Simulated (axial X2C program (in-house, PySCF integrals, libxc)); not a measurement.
# Potential curves of GeAs, 2c

All values were computed with an in-house all-electron X2C program for linear molecules (integrals from PySCF). Two-component (2c) means X2C with spin–orbit coupling and atomic mean-field two-electron Coulomb and Gaunt terms. Basis: As dyall-cv3z [9s9p6d4f1g], Ge dyall-cv3z [9s9p7d4f1g] (cores contracted in-house); Gaussian nuclei, density fitting, unrestricted open shells. Masses: As 74.922 u, Ge 73.921 u.

State: Ω = 3/2 (⟨Sz⟩ = 0.50, ⟨Lz⟩ = 1.00 at HF). Energies in eV from the lowest point of each curve. Fits are polynomials in 1 − R0/R over 0.85 to 1.23 times the lowest point R0.

```tsv
R (Å)	CCSD(T)	HF	TPSS	PBE0
1.9532		1.1908	1.1038	1.0366
2.0430	0.4977	0.5676	0.4784	0.4259
2.1103	0.2019	0.2948	0.2029	0.1654
2.1776	0.0481	0.1293	0.0528	0.0330
2.2450	0.0000	0.0378	0.0000	0.0000
2.3236	0.0426	0.0000	0.0319	0.0567
2.4022	0.1601	0.0171	0.1378	0.1874
2.5032	0.3781	0.0955	0.3481	0.4215
2.6267		0.2445	0.6702	0.7403
2.8063		0.4858	1.1609	1.1894
```

Correlated methods: 9 electrons correlated (number of frozen shells: As 3 s, 2 p, 1 d; Ge 3 s, 2 p, 1 d), 269 virtual spin orbitals or spinors in MP2, 90 natural virtuals in coupled cluster.

The state is one determinant whose occupation by symmetry is held fixed; it was picked as the lowest of a PBE0 search that is not exhaustive. Density functionals use the spin component along the axis (collinear). Coupled cluster ran in a truncated set of natural virtual spinors; the MP2 energy of the rest was added. (T) has no such correction and the atoms are truncated less, which lowers De at CCSD(T) by a hundredth of an eV or more. Other states lie close and PBE0, whose exact exchange favours high spin, may order them wrongly; the determinant shown need not be the ground state. The nearest other 2c determinant of the search, Ω = 1/2, lies 0.14 eV up at the distance of the search. The functionals have no current-density term, which raises determinants with orbital currents, atoms included. At some level and bond length an empty orbital lies below a filled one. The determinant is spin-polarised beyond a pure state at some levels (its spin-free form has ⟨S²⟩ too high), which makes Re and μ there less reliable. The T1 diagnostic is large, a sign of multireference character. With the outer-core shells frozen, correlated bond lengths of heavy atoms tend to come out a few hundredths of an ångström too long. Coupled cluster ran on the points near the minimum only. MP2 and coupled cluster on one determinant become unreliable at the stretched end.

Problem. What are Re and ωe at the CCSD(T) level?

Solution. At CCSD(T), 2c: Re = 2.249 Å, ωe ≈ 353 cm⁻¹; Be follows as 0.0896 cm⁻¹.

Problem. Fit the HF curve near its minimum: give the equilibrium distance and the harmonic wavenumber.

Solution. At HF, 2c: Re = 2.335 Å, ωe ≈ 248 cm⁻¹; Be follows as 0.0831 cm⁻¹.

Problem. What are Re and ωe at the TPSS level?

Solution. At TPSS, 2c: Re = 2.256 Å, ωe ≈ 339 cm⁻¹; Be follows as 0.089 cm⁻¹.

Problem. What are Re and ωe at the PBE0 level?

Solution. At PBE0, 2c: Re = 2.237 Å, ωe ≈ 356 cm⁻¹; Be follows as 0.0905 cm⁻¹.
